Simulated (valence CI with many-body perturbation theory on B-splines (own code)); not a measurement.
# Energy levels of I38+

Computed by relativistic CI+MBPT: five valence electrons over a frozen Dirac-Fock core [Ne], radial functions for each j: 11 s, 11 p, 10 d, 8 f, 5 g, 2 h, with the one-electron correlation potential Σ1 (screened to all orders), the two-electron term Σ2, the three-electron term Σ3, Breit, model QED; selected single and double excitations, second order for the rest, scaled by the run's own slope (own B-spline code, finite nucleus).

The last digits are not significant, and no measured levels were compared; by estimate large intervals hold to a few tenths of a per cent, small ones and those within an open d or f shell to about a per cent. Among the levels kept, up to 4700 cm⁻¹ of a level comes from second order outside the variational space, and about a tenth of that is noise between levels of different J, which matters for small intervals.

Levels 136 to 167 of 167, with energies above the lowest level, (3s^2 3p1/2^2 3p3/2) J=3/2. "Leading %" is the weight of the configuration and term that name the level; weights of strongly mixed levels are sums over their largest components and can fall short. In the jj column 3d3/2^4 stands for four electrons in 3d with j = 3/2.

```
No.  Configuration  Term     J  E (Ry)  Leading %                     Leading jj      g
136     3s 3p2 3d2    6G   7/2  35.659         35  3s 3p1/2^2 3d3/2 3d5/2 (77 %)  1.249
137     3s2 3p 3d2   2H°  11/2  35.713         86      3s^2 3p3/2 3d5/2^2 (53 %)  1.108
138     3s2 3p 3d2   2G°   7/2  35.993         36  3s^2 3p3/2 3d3/2 3d5/2 (62 %)  1.140
139     3s 3p2 3d2    6G   5/2  36.031         19  3s 3p1/2^2 3d3/2 3d5/2 (65 %)  1.233
140     3s2 3p 3d2   2P°   1/2  36.096         58      3s^2 3p3/2 3d5/2^2 (61 %)  0.726
141     3s2 3p 3d2   2F°   5/2  36.139         24  3s^2 3p3/2 3d3/2 3d5/2 (60 %)  1.088
142     3s 3p2 3d2    6D   3/2  36.290         39  3s 3p1/2^2 3d3/2 3d5/2 (77 %)  1.576
143      3s 3p3 3d   2S°   1/2  36.448         30  3s^2 3p3/2 3d3/2 3d5/2 (34 %)  2.008
144     3s2 3p 3d2   2P°   3/2  36.470         22  3s^2 3p3/2 3d3/2 3d5/2 (40 %)  1.168
145     3s2 3p 3d2   2G°   9/2  36.475         53  3s^2 3p3/2 3d3/2 3d5/2 (50 %)  1.113
146     3s2 3p 3d2   2D°   3/2  36.547         37  3s^2 3p3/2 3d3/2 3d5/2 (50 %)  0.938
147     3s 3p2 3d2    4F   9/2  36.554         27  3s 3p1/2^2 3d3/2 3d5/2 (62 %)  1.306
148     3s 3p2 3d2    6D   3/2  36.563         12  3s 3p1/2^2 3d3/2 3d5/2 (48 %)  1.298
149     3s2 3p 3d2   2P°   3/2  36.636         17        3s 3p3/2^3 3d5/2 (45 %)  1.368
150      3s 3p3 3d   2F°   7/2  36.640         16        3s 3p3/2^3 3d5/2 (26 %)  1.172
151     3s 3p2 3d2    2F   5/2  36.752         16  3s 3p1/2^2 3d3/2 3d5/2 (72 %)  1.274
152         3p4 3d    2P   1/2  36.787         12  3s 3p1/2^2 3d3/2 3d5/2 (45 %)  1.204
153     3s2 3p 3d2   2F°   5/2  36.797         25  3s^2 3p3/2 3d3/2 3d5/2 (49 %)  1.098
154     3s 3p2 3d2    4H   7/2  36.894         18  3s 3p1/2^2 3d3/2 3d5/2 (61 %)  1.040
155     3s2 3p 3d2   2D°   5/2  36.965         20      3s^2 3p3/2 3d5/2^2 (46 %)  1.233
156     3s2 3p 3d2   2G°   9/2  36.983         45  3s^2 3p3/2 3d3/2 3d5/2 (36 %)  1.193
157     3s2 3p 3d2   2P°   1/2  37.135         53  3s^2 3p3/2 3d3/2 3d5/2 (48 %)  0.519
158     3s2 3p 3d2   2D°   3/2  37.153         23  3s^2 3p3/2 3d3/2 3d5/2 (50 %)  1.231
159      3s 3p3 3d   2F°   7/2  37.355         31        3s 3p3/2^3 3d5/2 (42 %)  1.182
160     3s2 3p 3d2   2D°   5/2  37.380         32  3s^2 3p3/2 3d3/2 3d5/2 (43 %)  1.186
161     3s2 3p 3d2   2P°   3/2  37.496         24      3s^2 3p3/2 3d5/2^2 (42 %)  1.087
162     3s 3p2 3d2    4F   3/2  37.657         18   3p1/2^2 3p3/2^2 3d3/2 (35 %)  0.835
163     3s 3p2 3d2    4F   9/2  37.734         15      3s 3p1/2^2 3d5/2^2 (48 %)  1.235
164      3s 3p3 3d   2F°   7/2  37.820         21        3s 3p3/2^3 3d5/2 (42 %)  1.211
165     3s 3p2 3d2    4H   7/2  38.042         24      3s 3p1/2^2 3d5/2^2 (37 %)  1.071
166         3p4 3d    4D   5/2  38.061         20   3p1/2^2 3p3/2^2 3d3/2 (20 %)  1.136
167      3s 3p3 3d   2F°   5/2  38.123         26        3s 3p3/2^3 3d3/2 (36 %)  1.059
```

Where two levels of one J and parity lie close, their mixing, g and order are uncertain.
